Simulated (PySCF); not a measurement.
## Induced dipoles and field energies

Species: C₆H₇FS.
Structure used (GFN2-xTB), in Å, numbered top down from 1:
```
atom  x, y, z in Å
C1     3.837    0.315    0.293
C2     2.817   -0.173   -0.097
C3     1.551   -0.714   -0.549
C4     0.400    0.189   -0.121
F5     0.443    1.375   -0.804
S6    -1.199   -0.650   -0.455
C7    -2.292    0.540    0.243
C8    -3.598    0.362    0.338
H9     4.746    0.721    0.621
H10    1.550   -0.795   -1.639
H11    1.394   -1.708   -0.123
H12    0.446    0.440    0.946
H13   -1.797    1.444    0.562
H14   -4.074   -0.541   -0.001
H15   -4.228    1.124    0.761
```

Level: B3LYP/def2-SVPD (PySCF); nuclei fixed, core orbitals frozen in the response. Permanent dipole (0.222, -0.506, 1.081) D (1 au = 2.5417 D). Static polarisability (au):

```
x   142.83   2.38  -1.02
y     2.38  76.78   5.92
z    -1.02   5.92  69.95
```

Only the terms in μ and α are kept: μ(F) = μ + αF and ΔE = −μ·F − ½ F·αF.

(1) What do fields of 0.514 V/Å (0.01 au) along the six axis directions do?

(2) For the field (-0.0010, 0.0070, -0.0060) au, what is the induced dipole, and what angle does it make with the field?

(3) At what field along the permanent dipole would the induced dipole along it equal the permanent one, in this linear picture?

(4) What field makes μF equal to kT at 298 K?

(5) A unit point charge sits 7 Å away. Estimate the induction energy −αe²/2R⁴ with the mean polarisability, treating the molecule as a point.

Answers

(1) 
```
field along  induced x (D)  induced y (D)  induced z (D)  total size (D)  −μ·F (kJ/mol)  −½F·αF (kJ/mol)
         +x          3.630          0.060         -0.026           4.019         -2.293          -18.750
         −x         -3.630         -0.060          0.026           3.628         +2.293          -18.750
         +y          0.060          1.952          0.150           1.920         +5.227          -10.079
         −y         -0.060         -1.952         -0.150           2.633         -5.227          -10.079
         +z         -0.026          0.150          1.778           2.888        -11.166           -9.183
         −z          0.026         -0.150         -1.778           0.989        +11.166           -9.183
```

(2) αF = (-0.305, 1.270, -0.959) D, at 5.8° to the field. The polarisability along this direction, F·αF/F², is 68.38 au, against a mean of 96.52 au.

(3) The polarisability along the dipole is 68.48 au, so F = 0.4776 au / 68.48 au = 0.0070 au = 0.36 V/Å; higher-order terms are ignored.

(4) kT = 0.9437 × 10⁻³ Eh, so F = 0.00198 au = 10.2 MV/cm.

(5) R = 13.23 bohr, so the energy is −96.5/(2 × 13.23⁴) Eh = -4.14 kJ/mol. The charge–dipole term at its most favourable orientation, −μe/R², is -7.17 kJ/mol.

Isolated species at its GFN2-xTB geometry (one conformer only).

The run behind these numbers computed excited states as well. Hardware: an Arm Neoverse N1 with one thread, shared host. Cost: 76 s of wall time.
